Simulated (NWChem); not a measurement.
# GeH₂O₂Cl₂; SMILES [OH][Ge]([OH])([Cl])[Cl]

```xyz
7

O     -0.1446     1.4789    -1.2420
Ge     0.0000     0.0000    -0.2664
O      0.1446    -1.4789    -1.2420
Cl    -1.7846    -0.0355     0.9335
Cl     1.7846     0.0355     0.9335
H      0.7111     1.6781    -1.6709
H     -0.7111    -1.6781    -1.6709
```
Atoms are numbered in this order, from 1.

Computed with NWChem. All runs use the structure optimised with PBE-D3(BJ)/def2-SVP. Level PBE/def2-SVP: single points from the atomic guess with DIIS by default; each run changes one setting, and all converged runs end within 0.3 mHa of each other.

Problem. Which setting needs the most SCF iterations, or fails (defaults; core-Hamiltonian guess; no DIIS, 40 % damping; occupation smearing of 0.005 Ha; level shift of 0.5 Ha throughout; no level shifting)?

Solution. no DIIS, 40 % damping, which doesn't converge.
```tsv
setting	SCF iterations
defaults	9
level shift of 0.5 Ha throughout	14
occupation smearing of 0.005 Ha	9
no level shifting	9
core-Hamiltonian guess	13
no DIIS, 40 % damping	not converged in 200
```
